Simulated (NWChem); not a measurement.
**HFSSn in NWChem**

```xyz
4

Sn    -0.5010    -0.2741     0.0000
F      0.9032    -1.6369     0.0000
S      1.0551     1.6202     0.0000
H      0.0375     2.5124     0.0000
```
Charge 0, spin multiplicity 1.

Program: NWChem. All single points use one geometry, from PBE0/def2-SVP with def2 effective core potentials on Sn, a minimum by its harmonic frequencies. It is one conformer; others weren't searched.

Symmetry labels belong to the abelian group Cs used in the runs, with the axes of the coordinates shown.

Effective core potentials replace the inner electrons of Sn; spin-orbit coupling is left out. The structure started from a generated list of species.

### Question
List the lowest 4 singlet excitations that TD-PBE/def2-SVPD with def2 effective core potentials on Sn gives, with oscillator strengths.

### Answer
```
state  symmetry  energy (eV)  wavelength (nm)      f
-----  --------  -----------  ---------------  -----
1            a"         3.57              347  0.019
2            a'         3.88              319  0.034
3            a"         5.10              243  0.002
4            a'         5.40              230  0.064
```
